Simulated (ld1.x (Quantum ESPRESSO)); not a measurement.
# tungsten (W): PAW pseudisation with PBE, fully relativistic reference atom.

| Quantity | Value |
| --- | --- |
| Element | W (Z = 74) |
| Generator | ld1.x (Quantum ESPRESSO) 7.5 |
| Type | PAW |
| Functional | PBE |
| Relativity | fully relativistic |
| Frozen core | [Kr] 4d10 4f14 |
| Valence charge | 14 |
| Reference configuration | 5s2 5p6 5d4 6s1.5 6p0 (charge +0.5) |
| Partial waves | 5s (bound): rcut 1.75, rcutus 2.15 bohr; 6s (bound): rcut 1.75, rcutus 2.15 bohr; 5p (bound): rcut 1.65, rcutus 1.95 bohr; 6p (bound, empty): rcut 1.65, rcutus 1.95 bohr; 5d (bound): rcut 1.55, rcutus 1.90 bohr; 5d channel at 1.15 Ry: rcut 1.55, rcutus 1.90 bohr |
| Local potential | all-electron potential smoothed inside 1.90 bohr (lloc = -1) |
| Core correction | a·sin(br)/r model core inside 1.65 bohr |
| Augmentation charge | BESSEL, radius 1.20 bohr |

Open shells are filled in proportion to 2j + 1 (rel_dist='average').

All-electron outer shells of the reference configuration (PBE, scalar-relativistic, ld1.x):

```tsv
shell	level (eV)	outermost node (bohr)	outermost maximum (bohr)
5s	-82.67	0.53	0.96
5p	-46.81	0.57	1.09
4f	-36.79	–	0.43
6s	-8.86	1.28	2.61
5d	-7.98	0.63	1.49
6p	-3.97	1.53	3.52
```

(1) Tests: 5s2 5p6 5d4 6s2 6p0; 5s2 5p6 5d4 6s1 6p0; 5s2 5p6 5d4 6s0 6p0; 5s2 5p6 5d3 6s2 6p1; 5s2 5p6 5d4.5 6s1.5 6p0; 5s2 5p6 5d4 6s0 6p1; 5s2 5p6 5d3 6s0 6p0. Which has the largest error in its energy relative to the reference configuration, and how large is it?

The ghost test of this file was not conclusive.

## Answers

(1) 5s2 5p6 5d3 6s2 6p1, with +8.7 meV (all-electron minus pseudo) on +0.34 eV.
